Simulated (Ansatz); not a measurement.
Reaction (formal exchange of groups at a C–C bond): `CCS(=O)(=O)CC` + `CC(O)S` → `CCC(O)S` + `CCS(C)(=O)=O`

Isolated molecules relaxed with PBE0-D4/def2-TZVP in Ansatz; ΔE leaves out vibrations. CCSD(T)/CBS adds triple-zeta CCSD(T) − MP2 to the extrapolated MP2 energy (def2 sets, frozen cores). Functionals use def2-TZVPP. One conformer a species, not always the lowest.

```csv
level,ΔE (kcal/mol)
ωB97X-V,-0.8
r2SCAN,-1.5
MP2/def2-QZVPP,-1.0
HF/CBS(def2),-1.8
```

What does CCSD(T)/CBS give? (Estimate.)

Ansatz gave: -1.0 kcal/mol. The listed levels differ from it by 0.2, -0.5, 0.0, -0.8 kcal/mol.

Largest T1 diagnostic among the species: 0.014.

The D4 term adds +0.8 kcal/mol with B3LYP and +0.5 kcal/mol with PBE0; it sums over pairs of atoms, weighted by their polarisabilities, and B3LYP, whose exchange is more repulsive, gets the larger term. In def2-TZVPP, CCSD(T) changes the Hartree–Fock value by +0.9 kcal/mol (the triples alone add +0.1 kcal/mol) and MP2 by +0.9 kcal/mol.

B3LYP here is the variant with VWN-RPA as its local correlation; programs differ in this.
